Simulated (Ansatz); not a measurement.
cyclo-(H2GeSe)2 (Ge2H4Se2), relaxed as a singlet with RKS PBE-D4/def2-SVP in Ansatz, starting from the GFN2-xTB geometry. Force threshold 0.02 eV/Å.

Start:

Cartesian coordinates in Å:
```
Ge -0.3120 -0.1089 1.5016
H -1.5826 -0.6781 2.1302
H 0.5995 0.3361 2.6441
Se 0.7506 -1.6487 0.0365
Ge 0.3107 0.1083 -1.5018
H 1.5865 0.6802 -2.1176
H -0.5908 -0.3325 -2.6538
Se -0.7618 1.6434 -0.0393
```

```csv
step,energy (eV),largest force component (eV/Å),SCF passes
1,-243736.6997,0.371,16
2,-243736.7349,0.164,17
3,-243736.7404,0.028,17
4,-243736.7407,0.004,18
```

Force components are those of the run's own axes.

End:

| atom | x (Å) | y (Å) | z (Å) |
| --- | --- | --- | --- |
| Ge1 | -0.315 | -0.110 | 1.520 |
| H2 | -1.623 | -0.697 | 2.123 |
| H3 | 0.638 | 0.354 | 2.657 |
| Se4 | 0.753 | -1.654 | 0.037 |
| Ge5 | 0.315 | 0.110 | -1.521 |
| H6 | 1.627 | 0.699 | -2.112 |
| H7 | -0.630 | -0.351 | -2.666 |
| Se8 | -0.764 | 1.649 | -0.039 |

By distances, no bond broke or formed. The bond that changes most is Ge1–Ge5, from 3.07 to 3.11 Å (atoms count from 1).

No frequencies were taken in this run, so the end may be a saddle point.

Hardware: 4 threads of Intel Xeon 6975P-C on a shared host. Wall time 3.9 s.
